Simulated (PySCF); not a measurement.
Gas-phase reaction: 5 GeH3Cl → 4 GeH3 + GeHCl3 + 2 HCl

Method: PySCF energies (xtb for GFN2) plus ideal-gas RRHO corrections (1 bar). † marks an energy on the PBE0/def2-TZVP geometry and frequencies; other levels use their own. 6-31G* has spherical d functions here. Open shells (unrestricted): GeH3 (multiplicity 2); the rest are closed-shell singlets. GFN2 has no spin-polarisation term. B3LYP is the form with VWN-RPA correlation. Ge: all electrons, no relativistic terms. GeH3: computed as isolated molecules; such fragments, hydroxides, amides, oligomers or adducts are transient or little studied in the gas. The harmonic model lacks anharmonicity and excited electronic states, which grow with temperature; levels with a mode under 35 cm⁻¹ are left out.

```
level               ΔE electronic, kJ  ΔH°(298 K), kJ  ΔS°(298 K), J/K  ΔG°(1000 K), kJ
------------------  -----------------  --------------  ---------------  ---------------
B3LYP/6-31G*                      672             646              302              340
B3LYP/def2-TZVP†                  658             632              303              326
GFN2-xTB                          864             823              305              515
PBE0/def2-QZVP†                   659             634              303              327
PBE0/def2-TZVP                    668             642              303              335
r2SCAN/def2-TZVP†                 655             630              303              323
LDA/def2-TZVP†                    732             707              303              400
ωB97X-V/def2-TZVP†                718             692              303              385
```
ΔH° is lowest at r2SCAN/def2-TZVP† and highest at GFN2-xTB. No reference value is set beside these.
